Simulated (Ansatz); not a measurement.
Geometry optimisation of C₂H₇FOSi, SMILES `FCOC[SiH3]`.

```yaml
crystal:
  periodic: [false, false, false]
  atoms:
    - {symbol: F, position_ang: [0.261647, 1.865882, -0.473590]}
    - {symbol: C, position_ang: [-0.027524, 1.538354, 0.856700]}
    - {symbol: O, position_ang: [-0.877348, 0.467047, 0.935008]}
    - {symbol: C, position_ang: [-0.294380, -0.792575, 0.574540]}
    - {symbol: Si, position_ang: [0.180030, -1.004530, -1.282465]}
    - {symbol: H, position_ang: [-0.546668, 2.404506, 1.319097]}
    - {symbol: H, position_ang: [0.956068, 1.343832, 1.354732]}
    - {symbol: H, position_ang: [-1.058514, -1.557719, 0.820639]}
    - {symbol: H, position_ang: [0.594412, -1.008127, 1.218136]}
    - {symbol: H, position_ang: [-0.914983, -0.468522, -2.157522]}
    - {symbol: H, position_ang: [0.315350, -2.489926, -1.510402]}
    - {symbol: H, position_ang: [1.488908, -0.353321, -1.620874]}
basis:
  gaussian: {orbitals: def2-TZVP}
hamiltonian: {xc: pbe0, dispersion: d4}
relax: {f_tol: 0.005, max_steps: 150}
```

```sh
$ ansatz run in.yaml --threads 4 --pin off --events-out ev --progress --plain --max-ram 10444MiB
```

Output, abridged:

```
Functional definition: PBE0
mean field -14821.29719126 eV, -544.6726255427 hartree, gradient 5.7e-5 eV, S^2 0.000000; 0 other end points of the search recorded, 0 dependent functions left out
relax step   1: F+E_penalty+E_count = -14821.48604706 eV  Δ(F+E_penalty+E_count) = +0.000e0 eV  max|allowed force component| = 5.480e-1 eV/Å  Δτ_max = 0.0000 Å  (27 SCF iters, accepted)
mean field -14821.33923356 eV, -544.6741705688 hartree, gradient 2.5e-5 eV, S^2 0.000000; 0 other end points of the search recorded, 0 dependent functions left out
relax step   2: F+E_penalty+E_count = -14821.52850891 eV  Δ(F+E_penalty+E_count) = -4.246e-2 eV  max|allowed force component| = 1.786e-1 eV/Å  Δτ_max = 0.0226 Å  (32 SCF iters, accepted)
mean field -14821.34320648 eV, -544.6743165707 hartree, gradient 2.4e-5 eV, S^2 0.000000; 0 other end points of the search recorded, 0 dependent functions left out
relax step   3: F+E_penalty+E_count = -14821.53264658 eV  Δ(F+E_penalty+E_count) = -4.138e-3 eV  max|allowed force component| = 2.810e-2 eV/Å  Δτ_max = 0.0111 Å  (32 SCF iters, accepted)
mean field -14821.34338984 eV, -544.6743233091 hartree, gradient 2.4e-5 eV, S^2 0.000000; 0 other end points of the search recorded, 0 dependent functions left out
relax step   4: F+E_penalty+E_count = -14821.53277227 eV  Δ(F+E_penalty+E_count) = -1.257e-4 eV  max|allowed force component| = 1.139e-2 eV/Å  Δτ_max = 0.0057 Å  (32 SCF iters, accepted)
mean field -14821.34370668 eV, -544.6743349529 hartree, gradient 2.4e-5 eV, S^2 0.000000; 0 other end points of the search recorded, 0 dependent functions left out
relax step   5: F+E_penalty+E_count = -14821.53292175 eV  Δ(F+E_penalty+E_count) = -1.495e-4 eV  max|allowed force component| = 1.613e-2 eV/Å  Δτ_max = 0.0207 Å  (31 SCF iters, accepted)
mean field -14821.34375636 eV, -544.6743367786 hartree, gradient 2.4e-5 eV, S^2 0.000000; 0 other end points of the search recorded, 0 dependent functions left out
relax step   6: F+E_penalty+E_count = -14821.53295670 eV  Δ(F+E_penalty+E_count) = -3.496e-5 eV  max|allowed force component| = 4.242e-3 eV/Å  Δτ_max = 0.0094 Å  (32 SCF iters, accepted)
mean field -14821.34375636 eV, -544.6743367786 hartree, gradient 2.4e-5 eV, S^2 0.000000; 1 other end points of the search recorded, 0 dependent functions left out
Total energy: -14821.53298953 eV, -544.6812909692 hartree
Atom 0 at     0.261438     1.887308    -0.446023 Å, force     0.001520     0.000690     0.001569 eV/Å
Atom 1 at    -0.022467     1.530880     0.865251 Å, force    -0.000680     0.000693    -0.000639 eV/Å
Atom 2 at    -0.873455     0.471947     0.910140 Å, force     0.002229     0.002728     0.003016 eV/Å
Atom 3 at    -0.293737    -0.781177     0.554992 Å, force    -0.003245     0.000210    -0.000143 eV/Å
Atom 4 at     0.175763    -1.007258    -1.276589 Å, force    -0.001070    -0.001771    -0.000331 eV/Å
Atom 5 at    -0.522042     2.379988     1.334188 Å, force    -0.001223    -0.002238    -0.000904 eV/Å
Atom 6 at     0.944928     1.312413     1.338069 Å, force    -0.000760     0.000956    -0.001157 eV/Å
Atom 7 at    -1.049894    -1.530170     0.801824 Å, force     0.000889     0.000624    -0.000474 eV/Å
Atom 8 at     0.575101    -0.985641     1.197701 Å, force    -0.000208    -0.000980    -0.001127 eV/Å
Atom 9 at    -0.913718    -0.511956    -2.152764 Å, force     0.000291     0.002028     0.001524 eV/Å
Atom 10 at     0.336488    -2.475748    -1.474427 Å, force     0.004242     0.000587    -0.000725 eV/Å
Atom 11 at     1.458593    -0.345685    -1.618363 Å, force    -0.001986    -0.003525    -0.000610 eV/Å
Dipole moment:     0.119600    -0.125832     0.342745 e Å
```

It took 24 s on 4 threads of an Arm Neoverse V1 on a shared host, with 0.49 GiB of host memory at the peak.
